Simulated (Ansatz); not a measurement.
Ge₇BNH₁₆, a doped cluster cut from the lattice of germanium (B and N 4.0 A apart). Charge 0, multiplicity 1. Geometry PBE0-D4/def2-SVP.

```xyz
25

Ge    1.5697   -1.9009   -0.6692
Ge   -0.5766    0.1118   -2.3696
Ge   -1.7376   -1.6831    0.2411
Ge    0.8790    0.1938    2.6893
Ge   -1.3520    2.1484    0.2466
B    -0.3748   -1.6038   -1.3055
Ge    2.4011   -0.1480    0.8211
N    -0.1140    1.7122   -1.2145
Ge   -1.3591    0.2226    1.7299
H     2.6307   -1.9646   -1.7994
H     1.7585   -3.1898    0.1694
H     0.3912    0.4391   -3.5374
H    -1.9698    0.6165   -2.8280
H    -1.6262   -2.9128    1.1759
H    -3.2330   -1.5631   -0.1527
H     0.9610   -0.9961    3.6683
H     1.1718    1.4882    3.4812
H    -2.6376    2.4444   -0.5511
H    -0.7765    3.4897    0.7547
H    -0.6404   -2.4916   -2.1040
H     3.8500   -0.3045    1.3308
H     2.4061    1.2287    0.0758
H    -0.0082    2.5292   -1.8199
H     0.8191    1.5448   -0.8147
H    -2.4325    0.5888    2.7817
```

The 6-31G sets use Cartesian d functions. B3LYP takes the VWN-RPA correlation.

Estimate the orbital energies around the gap (eV) in Ansatz with HF/STO-3G, HF/6-31G, PBE-D4/def2-SVP, B3LYP-D4/6-31G, PBE0-D4/def2-SVP.


```
orbital  HF/STO-3G  HF/6-31G  PBE-D4/def2-SVP  B3LYP-D4/6-31G  PBE0-D4/def2-SVP
HOMO−13     -12.00    -13.51            -8.85          -10.01            -10.23
HOMO−12     -11.30    -13.17            -8.64           -9.76             -9.99
HOMO−11     -11.24    -13.12            -8.58           -9.70             -9.93
HOMO−10     -11.19    -12.89            -8.34           -9.47             -9.68
 HOMO−9     -10.60    -12.55            -8.13           -9.20             -9.43
 HOMO−8     -10.48    -12.47            -8.08           -9.18             -9.40
 HOMO−7      -9.83    -11.92            -7.60           -8.65             -8.88
 HOMO−6      -9.43    -11.69            -7.52           -8.51             -8.77
 HOMO−5      -8.95    -11.04            -7.21           -8.15             -8.38
 HOMO−4      -8.20    -10.22            -6.79           -7.64             -7.87
 HOMO−3      -7.29     -9.79            -6.30           -7.12             -7.38
 HOMO−2      -7.25     -9.46            -6.29           -7.03             -7.29
 HOMO−1      -6.69     -9.18            -5.98           -6.71             -7.01
   HOMO      -6.46     -9.15            -5.95           -6.70             -6.97
   LUMO       7.96      1.83            -1.85           -1.27             -1.09
 LUMO+1       9.12      2.70            -0.90           -0.39             -0.12
 LUMO+2       9.61      2.77            -0.85           -0.25             -0.05
 LUMO+3      10.23      3.01            -0.67            0.03              0.12
 LUMO+4      10.37      3.30            -0.47            0.28              0.28
 LUMO+5      10.53      3.44            -0.45            0.39              0.37
```
